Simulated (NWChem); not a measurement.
System: ScNH₄O₂; SMILES [OH][Sc]([OH])[NH2]

Here is an NWChem input.

```
start job
memory heap 200 mb stack 900 mb global 1100 mb
geometry units angstroms noautosym nocenter noautoz
  Sc    -0.000048    -0.050350     0.000000
  O     -1.640792    -0.931384     0.000000
  H     -2.339203    -1.584846     0.000000
  O      1.678658    -0.856399     0.000000
  H      2.405771    -1.477888     0.000000
  N     -0.042977     1.925520     0.000000
  H      0.764036     2.546289     0.000000
  H     -0.873967     2.513745     0.000000
end
basis spherical
  * library cc-pvtz
end
dft
  xc b3lyp
  iterations 150
  semidirect filesize 400000000
end
property
  efieldgrad
end
task dft property
```

Parts of the log:

```
             Northwest Computational Chemistry Package (NWChem) 7.3.0
             --------------------------------------------------------

                             Geometry "geometry" -> ""
                             -------------------------

 Output coordinates in angstroms (scale by  1.889725989 to convert to a.u.)

  No.       Tag          Charge          X              Y              Z
 ---- ---------------- ---------- -------------- -------------- --------------
    1 Sc                  21.0000    -0.00004800    -0.05035000     0.00000000
    2 O                    8.0000    -1.64079200    -0.93138400     0.00000000
    3 H                    1.0000    -2.33920300    -1.58484600     0.00000000
    4 O                    8.0000     1.67865800    -0.85639900     0.00000000
    5 H                    1.0000     2.40577100    -1.47788800     0.00000000
    6 N                    7.0000    -0.04297700     1.92552000     0.00000000
    7 H                    1.0000     0.76403600     2.54628900     0.00000000
    8 H                    1.0000    -0.87396700     2.51374500     0.00000000

 Effective nuclear repulsion energy (a.u.)     204.5561025768

                              NWChem Property Module
                              ----------------------

  itol2e modified to match energy
  convergence criterion.

                                 NWChem DFT Module
                                 -----------------

 Summary of "ao basis" -> "ao basis" (spherical)
 ------------------------------------------------------------------------------
       Tag                 Description            Shells   Functions and Types
 ---------------- ------------------------------  ------  ---------------------
 Sc                         cc-pvtz                 20       68   7s6p4d2f1g
 O                          cc-pvtz                 10       30   4s3p2d1f
 H                          cc-pvtz                  6       14   3s2p1d
 N                          cc-pvtz                 10       30   4s3p2d1f

  itol2e modified to match energy
  convergence criterion.

            General Information
            -------------------
          SCF calculation type: DFT
          Wavefunction type:  closed shell.
          No. of atoms     :     8
          No. of electrons :    48
           Alpha electrons :    24
            Beta electrons :    24
          Charge           :     0
          Spin multiplicity:     1
          Use of symmetry is: off; symmetry adaption is: off
          Maximum number of iterations: 150
          AO basis - number of functions:   214
                     number of shells:    74
          Convergence on energy requested:  1.00D-07
          Convergence on density requested:  1.00D-05
          Convergence on gradient requested:  5.00D-04

              XC Information
              --------------
                         B3LYP Method XC Potential
                     Hartree-Fock (Exact) Exchange  0.200
                        Slater Exchange Functional  0.800 local
                    Becke 1988 Exchange Functional  0.720 non-local
              Lee-Yang-Parr Correlation Functional  0.810
                  VWN I RPA Correlation Functional  0.190 local

             Grid Information
             ----------------
          Grid used for XC integration:  fine
          Radial quadrature: Mura-Knowles
          Angular quadrature: Lebedev.
          Tag              B.-S. Rad. Rad. Pts. Rad. Cut. Ang. Pts.
          ---              ---------- --------- --------- ---------
          Sc                  1.60      140          11.0       974
          O                   0.60       70          12.0       590
          H                   0.35       60          13.0       590
          N                   0.65       70          12.0       590
          Grid pruning is: on
          Number of quadrature shells:   590
          Spatial weights used:  Erf1

      Superposition of Atomic Density Guess
      -------------------------------------

 Sum of atomic energies:        -965.61148837

[...]

          -----------------------
          Electric field gradient
          -----------------------

 1 a.u. = 0.324123 10**(16) esu/cm**3  ( or statvolts/cm**2 ) = 0.97174 10**(22) v/m**2

 ------------------------------------------------------------
   Atom      X         Y         Z
 ------------------------------------------------------------
    1 Sc  -0.00009  -0.09515   0.00000
 ------------------------------------------------------------

 Electric field gradient in molecular frame (a.u.)
         XX             YY             ZZ             XY             XZ             YZ
 ------------------------------------------------------------------------------------------
        0.621313       0.898094      -1.519407      -0.005298       0.000000      -0.000000

 Principal components (a.u.) and orientation
 of principal axis w.r.t. absolute frame                      Asymmetry parameter eta
 --------------------------------------------------------------------------------------
       -1.519407       0.898196       0.621211                       0.182298

       -0.000000      -0.019131       0.999817
        0.000000       0.999817       0.019131
        1.000000      -0.000000       0.000000

 ------------------------------------------------------------
   Atom      X         Y         Z
 ------------------------------------------------------------
    2 O   -3.10065  -1.76006   0.00000
 ------------------------------------------------------------

 Electric field gradient in molecular frame (a.u.)
         XX             YY             ZZ             XY             XZ             YZ
 ------------------------------------------------------------------------------------------
       -0.359576      -0.161759       0.521335      -0.982517      -0.000000       0.000000

 Principal components (a.u.) and orientation
 of principal axis w.r.t. absolute frame                      Asymmetry parameter eta
 --------------------------------------------------------------------------------------
       -1.248150       0.726815       0.521335                       0.164628

        0.741675      -0.670760       0.000000
        0.670760       0.741675      -0.000000
       -0.000000       0.000000       1.000000

 ------------------------------------------------------------
   Atom      X         Y         Z
 ------------------------------------------------------------
    3 H   -4.42045  -2.99492   0.00000
 ------------------------------------------------------------

 Electric field gradient in molecular frame (a.u.)
         XX             YY             ZZ             XY             XZ             YZ
 ------------------------------------------------------------------------------------------
       -0.151800      -0.097449       0.249249      -0.377318      -0.000000       0.000000

 Principal components (a.u.) and orientation
 of principal axis w.r.t. absolute frame                      Asymmetry parameter eta
 --------------------------------------------------------------------------------------
       -0.502920       0.253671       0.249249                       0.008792

        0.732064      -0.681236       0.000000
        0.681236       0.732064      -0.000000
       -0.000000       0.000000       1.000000

 ------------------------------------------------------------
   Atom      X         Y         Z
 ------------------------------------------------------------
    4 O    3.17220  -1.61836   0.00000
 ------------------------------------------------------------

 Electric field gradient in molecular frame (a.u.)
         XX             YY             ZZ             XY             XZ             YZ
 ------------------------------------------------------------------------------------------
       -0.447439      -0.073906       0.521345       0.969776       0.000000      -0.000000

 Principal components (a.u.) and orientation
 of principal axis w.r.t. absolute frame                      Asymmetry parameter eta
 --------------------------------------------------------------------------------------
       -1.248269       0.726924       0.521345                       0.164691

        0.771075       0.636745      -0.000000
       -0.636745       0.771075      -0.000000
       -0.000000       0.000000       1.000000

 ------------------------------------------------------------
   Atom      X         Y         Z
 ------------------------------------------------------------
    5 H    4.54625  -2.79280   0.00000
 ------------------------------------------------------------

 Electric field gradient in molecular frame (a.u.)
         XX             YY             ZZ             XY             XZ             YZ
 ------------------------------------------------------------------------------------------
       -0.185446      -0.063665       0.249112       0.373154      -0.000000       0.000000

 Principal components (a.u.) and orientation
 of principal axis w.r.t. absolute frame                      Asymmetry parameter eta
 --------------------------------------------------------------------------------------
       -0.502645       0.253533       0.249112                       0.008797

        0.761921       0.647670       0.000000
       -0.647670       0.761921       0.000000
        0.000000      -0.000000       1.000000

 ------------------------------------------------------------
   Atom      X         Y         Z
 ------------------------------------------------------------
    6 N   -0.08121   3.63871   0.00000
 ------------------------------------------------------------

 Electric field gradient in molecular frame (a.u.)
         XX             YY             ZZ             XY             XZ             YZ
 ------------------------------------------------------------------------------------------
       -0.581953       0.054368       0.527585      -0.012858       0.000000       0.000000

[...]
```

Level: B3LYP/cc-pVTZ. All runs use the structure optimised with PBE0/def2-SVP. NWChem prints the field gradient with the sign opposite to the second derivative of the potential.
